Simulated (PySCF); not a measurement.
## Broadened absorption spectrum of C8H10NP

Compound: C₈H₁₀NP.
SMILES: `C=C(C)Pc1ccncc1`

Method: TDDFT wB97X-D/def2-SVPD, vertical, gas phase, core orbitals frozen in the response (PySCF 2.14.0, density-fitted response routines). Isolated species at its PBE0-D3(BJ)/def2-SVP geometry (one conformer only). Torsions of this conformer, `[CH2:1]=[C:2]([CH3:3])[PH:4][c:5]1[cH:6][cH:7][n:8][cH:9][cH:10]1`: C1–C2–P4–C5 123°, C2–P4–C5–C6 132°.

Broadening: Gaussians 0.4 eV wide at half height, area fixed by f = 4.319×10⁻⁹ ∫ε dν̃. The width is an assumption, not a result. The curve ends short of the highest state used, and states not computed would add to its high-energy end.

```csv
E (eV),ε (L mol⁻¹ cm⁻¹)
4.33,2
4.39,5
4.45,14
4.51,36
4.57,81
4.63,160
4.69,279
4.75,430
4.82,613
4.88,741
4.94,829
5.00,914
5.06,1097
5.12,1539
5.18,2429
5.24,3929
5.31,6505
5.37,9227
5.43,11974
5.49,14133
5.55,15110
5.61,14588
5.67,12684
5.73,9930
5.80,6600
5.86,4336
5.92,2937
5.98,2397
6.04,2521
6.10,3078
6.16,3920
6.22,5063
6.29,6992
6.35,9374
6.41,12497
6.47,16179
```

Problem. Locate the maxima and give the states behind the curve.

Solution. 223 nm (5.56 eV), ε about 15000, made up of S4 (32%) and S5 (62%) (ε in L mol⁻¹ cm⁻¹; maxima over ε = 5, shares over 10%). At its high-energy end, 6.47 eV, the curve is still rising (ε about 16000, from S7 and S8). The states used: S1 4.93 eV (f 0.011); S2 5.24 eV (f 0.0020); S3 5.39 eV (f 0.022); S4 5.49 eV (f 0.077); S5 5.61 eV (f 0.146); S6 6.18 eV (f 0.040); S7 6.50 eV (f 0.123); S8 6.71 eV (f 0.287); S9 6.92 eV (f 0.021); S10 7.07 eV (f 0.357).

Problem. Coming from long wavelengths, where does ε first pass 100 L mol⁻¹ cm⁻¹?

Solution. At about 270 nm (4.59 eV), 0.34 eV below S1.

Problem. What would ε be at 5.56 eV, the highest of these maxima, with half the width (0.2 eV)?

Solution. About 24400 L mol⁻¹ cm⁻¹ against 15100, a factor of about 1.6; a lone state at its own centre would give exactly 2.

Problem. On this curve, what absorbance would a 10⁻³ mol/L sample give at 254 nm over a 1 cm path?

Solution. 254 nm is 4.881 eV, where ε is about 740 L mol⁻¹ cm⁻¹, so A = ε c l ≈ 0.74 (Beer–Lambert, with the gas-phase spectrum and the assumed width).

The vertical ionisation energy (ΔSCF) is 8.83 eV, 1.76 eV above S10.

The run took 9.8 min wall on Arm Neoverse V2, one thread, shared host with 96 logical CPUs at a one-minute load of 70, and the process peaked at 1.4 GiB of memory.
